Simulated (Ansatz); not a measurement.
Consider the atomization: `S[Si]1([ZnH])N[SiH2]1` → 5 H• + N• + S• + 2 Si• + Zn (atom).

Gas-phase electronic energies from Ansatz, PBE0-D4/def2-TZVP geometries. CBS: MP2 limit from def2 TZ/QZ plus the TZ coupled-cluster correction, frozen cores. This one scheme is used for every species, atoms too. For atomizations the MP2-based limit and the directly extrapolated one differ by several kJ/mol either way, and by 10 to 25 for some Ge, Se and Sn compounds, so smaller differences from it don't rank the levels. DFT in def2-TZVPP. HSE06 is defined as in plane-wave codes. No spin–orbit coupling; open shells (•) take unrestricted orbitals. Spin–orbit coupling would lower the free atoms: a little for S, Si. For Zn outer-core shells are correlated without core-valence functions, so the limit isn't a true one: a few kJ/mol of doubt a bond, and 10 to 20 or more in all where bonds break to atoms. Scalar relativity is left out up to krypton. One conformer a species, not always the lowest.

`S[Si]1([ZnH])N[SiH2]1`:

```xyz
10

S    -1.673    0.030   -1.929
Si    0.008    0.110   -0.588
Zn    1.908    0.824   -1.819
N    -0.278    0.728    1.012
Si   -0.030   -0.940    1.399
H    -2.504   -0.629   -1.103
H     3.190    1.261   -2.579
H    -0.535    1.590    1.463
H     1.133   -1.271    2.267
H    -1.218   -1.701    1.876
```

Problem. What is ΔE at CCSD(T)/CBS? (Best estimate.)

Solution. Ansatz gave: +2805.7 kJ/mol.

Problem. What do these levels give: revPBE-D4, r2SCANh-D4, HSE06-D4, ωB97X-V, ωB97M-V, B2PLYP, r2SCANh, HSE06, CAM-B3LYP, LC-ωPBE, MP2/def2-SVP, MP2/CBS(def2)? (Estimate.)

Solution. Ansatz gave: revPBE-D4 2780.2, r2SCANh-D4 2812.7, HSE06-D4 2807.9, ωB97X-V 2854.0, ωB97M-V 2827.5, B2PLYP 2746.8, r2SCANh 2804.7, HSE06 2782.8, CAM-B3LYP 2775.2, LC-ωPBE 2803.1, MP2/def2-SVP 2550.6, MP2/CBS(def2) 2844.7 kJ/mol.

Largest T1 diagnostic among the species: 0.017.

From r2SCAN to r2SCAN0 (25 % exact exchange), in def2-TZVPP and without D4, ΔE moves by −50.7 kJ/mol: exact exchange takes away binding that semilocal exchange gives to molecules. The D4 term adds +50.0 kJ/mol with B3LYP and +26.4 kJ/mol with PBE0; it sums over pairs of atoms, weighted by their polarisabilities, and B3LYP, whose exchange is more repulsive, gets the larger term. Leaving LDA and LC-ωPBE aside and taking each functional with its dispersion term where it has one, the values, not all of them listed here, spread over 132.9 kJ/mol, from BHLYP-D4 to ωB97X-V. LDA lies +419.8 kJ/mol from PBE without D4, its usual overbinding.

B3LYP here is the variant with VWN-RPA as its local correlation; programs differ in this.
